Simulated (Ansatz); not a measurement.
Coupled-cluster diagnostics for MoS₂Cl₂, Ansatz.

Geometry of the singlet (B3LYP-D4/def2-SVP):

Cartesian coordinates in Å:
```
Mo -0.002 -0.003 -0.002
S -0.057 -0.178 -2.100
S -1.042 -1.642 0.813
Cl -1.051 1.907 0.603
Cl 2.151 -0.084 0.685
```

In the def2 sets Mo takes a core potential; there is no spin–orbit coupling. Correlated methods freeze 20 core orbitals; core or outer-core shells of Mo are correlated, in sets that lack core-valence functions.

Estimate the CCSD(T) correlation energy, the shares of MP2 and (T), T1 and the reference's ⟨S²⟩ for: charge 0, singlet, own geometry in def2-TZVP; and the rough time on 4 threads of AMD EPYC 9B45 on a shared host.


```
                          state      basis  correlation (eV)  MP2 share (%)  (T) share (%)     T1  ⟨S²⟩ (pure)  wall time                  remarks
charge 0, singlet, own geometry  def2-TZVP           -35.641           98.1            6.9  0.022  0.00 (0.00)       26 s  restricted SCF unstable
```
Customary marks for T1 are 0.02 (closed shells), 0.045 (open shells) and about 0.05 (3d metals). T1 exceeds 0.02 in 1 of 1 rows and 0.045 in 0; the higher it lies, the less the single-reference result can be trusted.
